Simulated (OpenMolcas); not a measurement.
Ni2+ (d8) on a cation site of an ionic host was computed by SS-CASPT2, IPEA 0.25 Eh, imaginary shift 0.1 Eh with the d shell active (OpenMolcas, ANO-RCC-VDZP on the metal). Its lowest spin-free states, and all those of the highest spin:

```csv
2S+1,Degeneracy,E (cm-1)
3,1,0
3,3,10460
1,2,14260
3,3,16470
1,3,24190
1,1,25410
3,3,28640
1,3,31540
1,2,39390
1,3,39700
1,1,62730
```

**Question.** Is the site octahedral, tetrahedral or cube-like, axial, or of lower symmetry?

**Answer.** The states with 2S+1 = 3 have orbital degeneracies 1, 3, 3, 3. Threefold states need a cubic site. For d8 at this spin an octahedron puts the single A2 below the threefold T2 and a tetrahedron or cube puts the threefold T1 below the threefold T2, so the site is octahedral. The first gap at this spin, 10500 cm-1, is |10Dq| in ligand-field theory. The run had Ni2+ with its 6 nearest fluoride ions at 2.005 Å, on the Li site of LiF (a = 4.028 Å, distance in the model lattice 2.014 Å). The rest of the host is ab initio model potentials to 7.6 Å and point charges beyond; the distance is set by hand and nothing relaxes, and no local charge compensation is placed. Ligand basis ANO-RCC-VDZP.

Roots that are degenerate in the reference are averaged as groups; the widest CASPT2 spread within a group is 40 cm-1 (the 3-fold group of multiplicity 3 near 10500 cm-1 above the lowest state of its run). Shifts and gaps below about the spread of the groups concerned are not significant. Over all roots computed the reference weight is 0.73 to 0.75; a low but even weight reflects the number of correlated electrons. A single d shell leaves out the double-shell effect, which counts most for late 3d ions, where the CASPT2 field can be off either way by tens of per cent. Ligand-to-metal charge-transfer states are missing. These CASPT2 states fit no ligand-field parameters well, so their order and spin gaps are uncertain. For late 3d ions with one d shell CASPT2 can put B and the spin-flip bands somewhat low as well as high. With one d shell and no ligand orbital active, 10Dq can be off by tens of per cent for divalent 3d ions, low with halides held by bare charges and at times high in hosts, and the orbital part of g and χT goes as 1/10Dq. Free-ion shares, where given, are those of the reference states; single-state CASPT2 does not remix them. No measured value stands beside these numbers; the geometry was set by hand and not optimised.
